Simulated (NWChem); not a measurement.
System: C5H5F; SMILES C#C/C(C)=C/F

Here is an NWChem input.

```
start job
memory heap 200 mb stack 900 mb global 1100 mb
geometry units angstroms noautosym nocenter noautoz
  C      0.574006     2.608410     0.000000
  C      0.270531     1.436331     0.000000
  C     -0.148778     0.071898     0.000000
  C     -1.629905    -0.233679     0.000000
  C      0.789610    -0.885881     0.000000
  F      0.470245    -2.193165     0.000000
  H      0.859704     3.635396     0.000000
  H     -2.112245     0.200896     0.882982
  H     -2.112245     0.200896    -0.882982
  H     -1.801109    -1.312119     0.000000
  H      1.860613    -0.715001     0.000000
end
basis spherical
  * library def2-svp
end
dft
  xc xpbe96 cpbe96
  iterations 150
end
cosmo
  do_cosmo_smd true
  solvent toluene
end
task dft energy
```

Coordinates come from a B3LYP/6-31G* (spherical d) optimisation. Solvent: toluene.

Level: PBE/def2-SVP with SMD (1 M gas to 1 M solution), gas-phase geometry.

### Question
Predict the main results of this run. (PBE/def2-SVP, SMD on the gas-phase geometry.) Quantities: solvation free energy (kcal/mol); cavity-dispersion-structure term (kcal/mol); dipole in solution (D).

### Answer
The solvation free energy (kcal/mol) is -2.6, the cavity-dispersion-structure term (kcal/mol) comes out as -0.3 and the dipole in solution (D) comes out as 0.54.
